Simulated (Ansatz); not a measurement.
`F[SiH2]O[SiH3]` + `[AlH2][SH]` → `F[SiH2][S][AlH2]` + `O[SiH3]` at 400 K and 1 bar (ligand exchange at the Si–O bond).

Program: Ansatz. Geometries: PBE0-D4/def2-TZVP. ΔE: electronic, gas phase. CCSD(T)/CBS is the MP2 limit (def2-TZVPP, def2-QZVPP) plus CCSD(T) − MP2 in def2-TZVPP, frozen cores. This one scheme is used for every species. Each species was taken in one conformer, which may not be the lowest.

| species | CCSD(T)/CBS energy (Eh) | H − E (kJ/mol) | S (J/(mol·K)) |
| --- | --- | --- | --- |
| `F[SiH2]O[SiH3]` | -756.28164 | 162.6 | 380.8 |
| `[AlH2][SH]` | -641.61836 | 79.4 | 287.5 |
| `F[SiH2][S][AlH2]` | -1031.18703 | 127.0 | 380.8 |
| `O[SiH3]` | -366.69042 | 120.0 | 276.4 |

H − E and S are ideal-gas, rigid-rotor, harmonic terms from PBE0-D4/def2-TZVP, for one conformer and one mirror image of each species. 1 Eh = 2625.50 kJ/mol, R = 8.31446 J/(mol·K).

**Question.** By hand: ΔE, ΔH, ΔS and ΔG.

**Answer.** ΔE = (-1031.18703) + (-366.69042) − (-756.28164) − (-641.61836) = 0.02255 Eh = 59.2 kJ/mol. Δ(H − E) = 127.0 + 120.0 − 162.6 − 79.4 = 5.0, so ΔH = 64.2 kJ/mol. ΔS = 380.8 + 276.4 − 380.8 − 287.5 = -11.1 J/(mol·K). ΔG = 64.2 − 400 × (-11.1)/1000 = 68.6 kJ/mol.

**Question.** By hand: the equilibrium constant, and the temperature at which ΔG would vanish if ΔH and ΔS stayed fixed.

**Answer.** log₁₀ K = −ΔG/(RT ln 10) = -9.0. ΔH and −TΔS have one sign here, so there is no such temperature.

The number of gas molecules stays the same, so ΔS is small and ΔH decides. A doubt of 5 kJ/mol in ΔE shifts log₁₀ K by 0.7 here. Other conformers and mirror images would add mixing entropy, several J/(mol·K) or more a flexible species. Modes under 60 cm⁻¹, often nearly free rotors, make the harmonic entropy too high. These are equilibria of isolated gas molecules and say nothing of rates. Largest T1 diagnostic: 0.012 (customary marks: 0.02 for closed shells, 0.045 for open ones).

ΔS is within the doubt of such terms, so its sign, and with it that verdict, could turn.
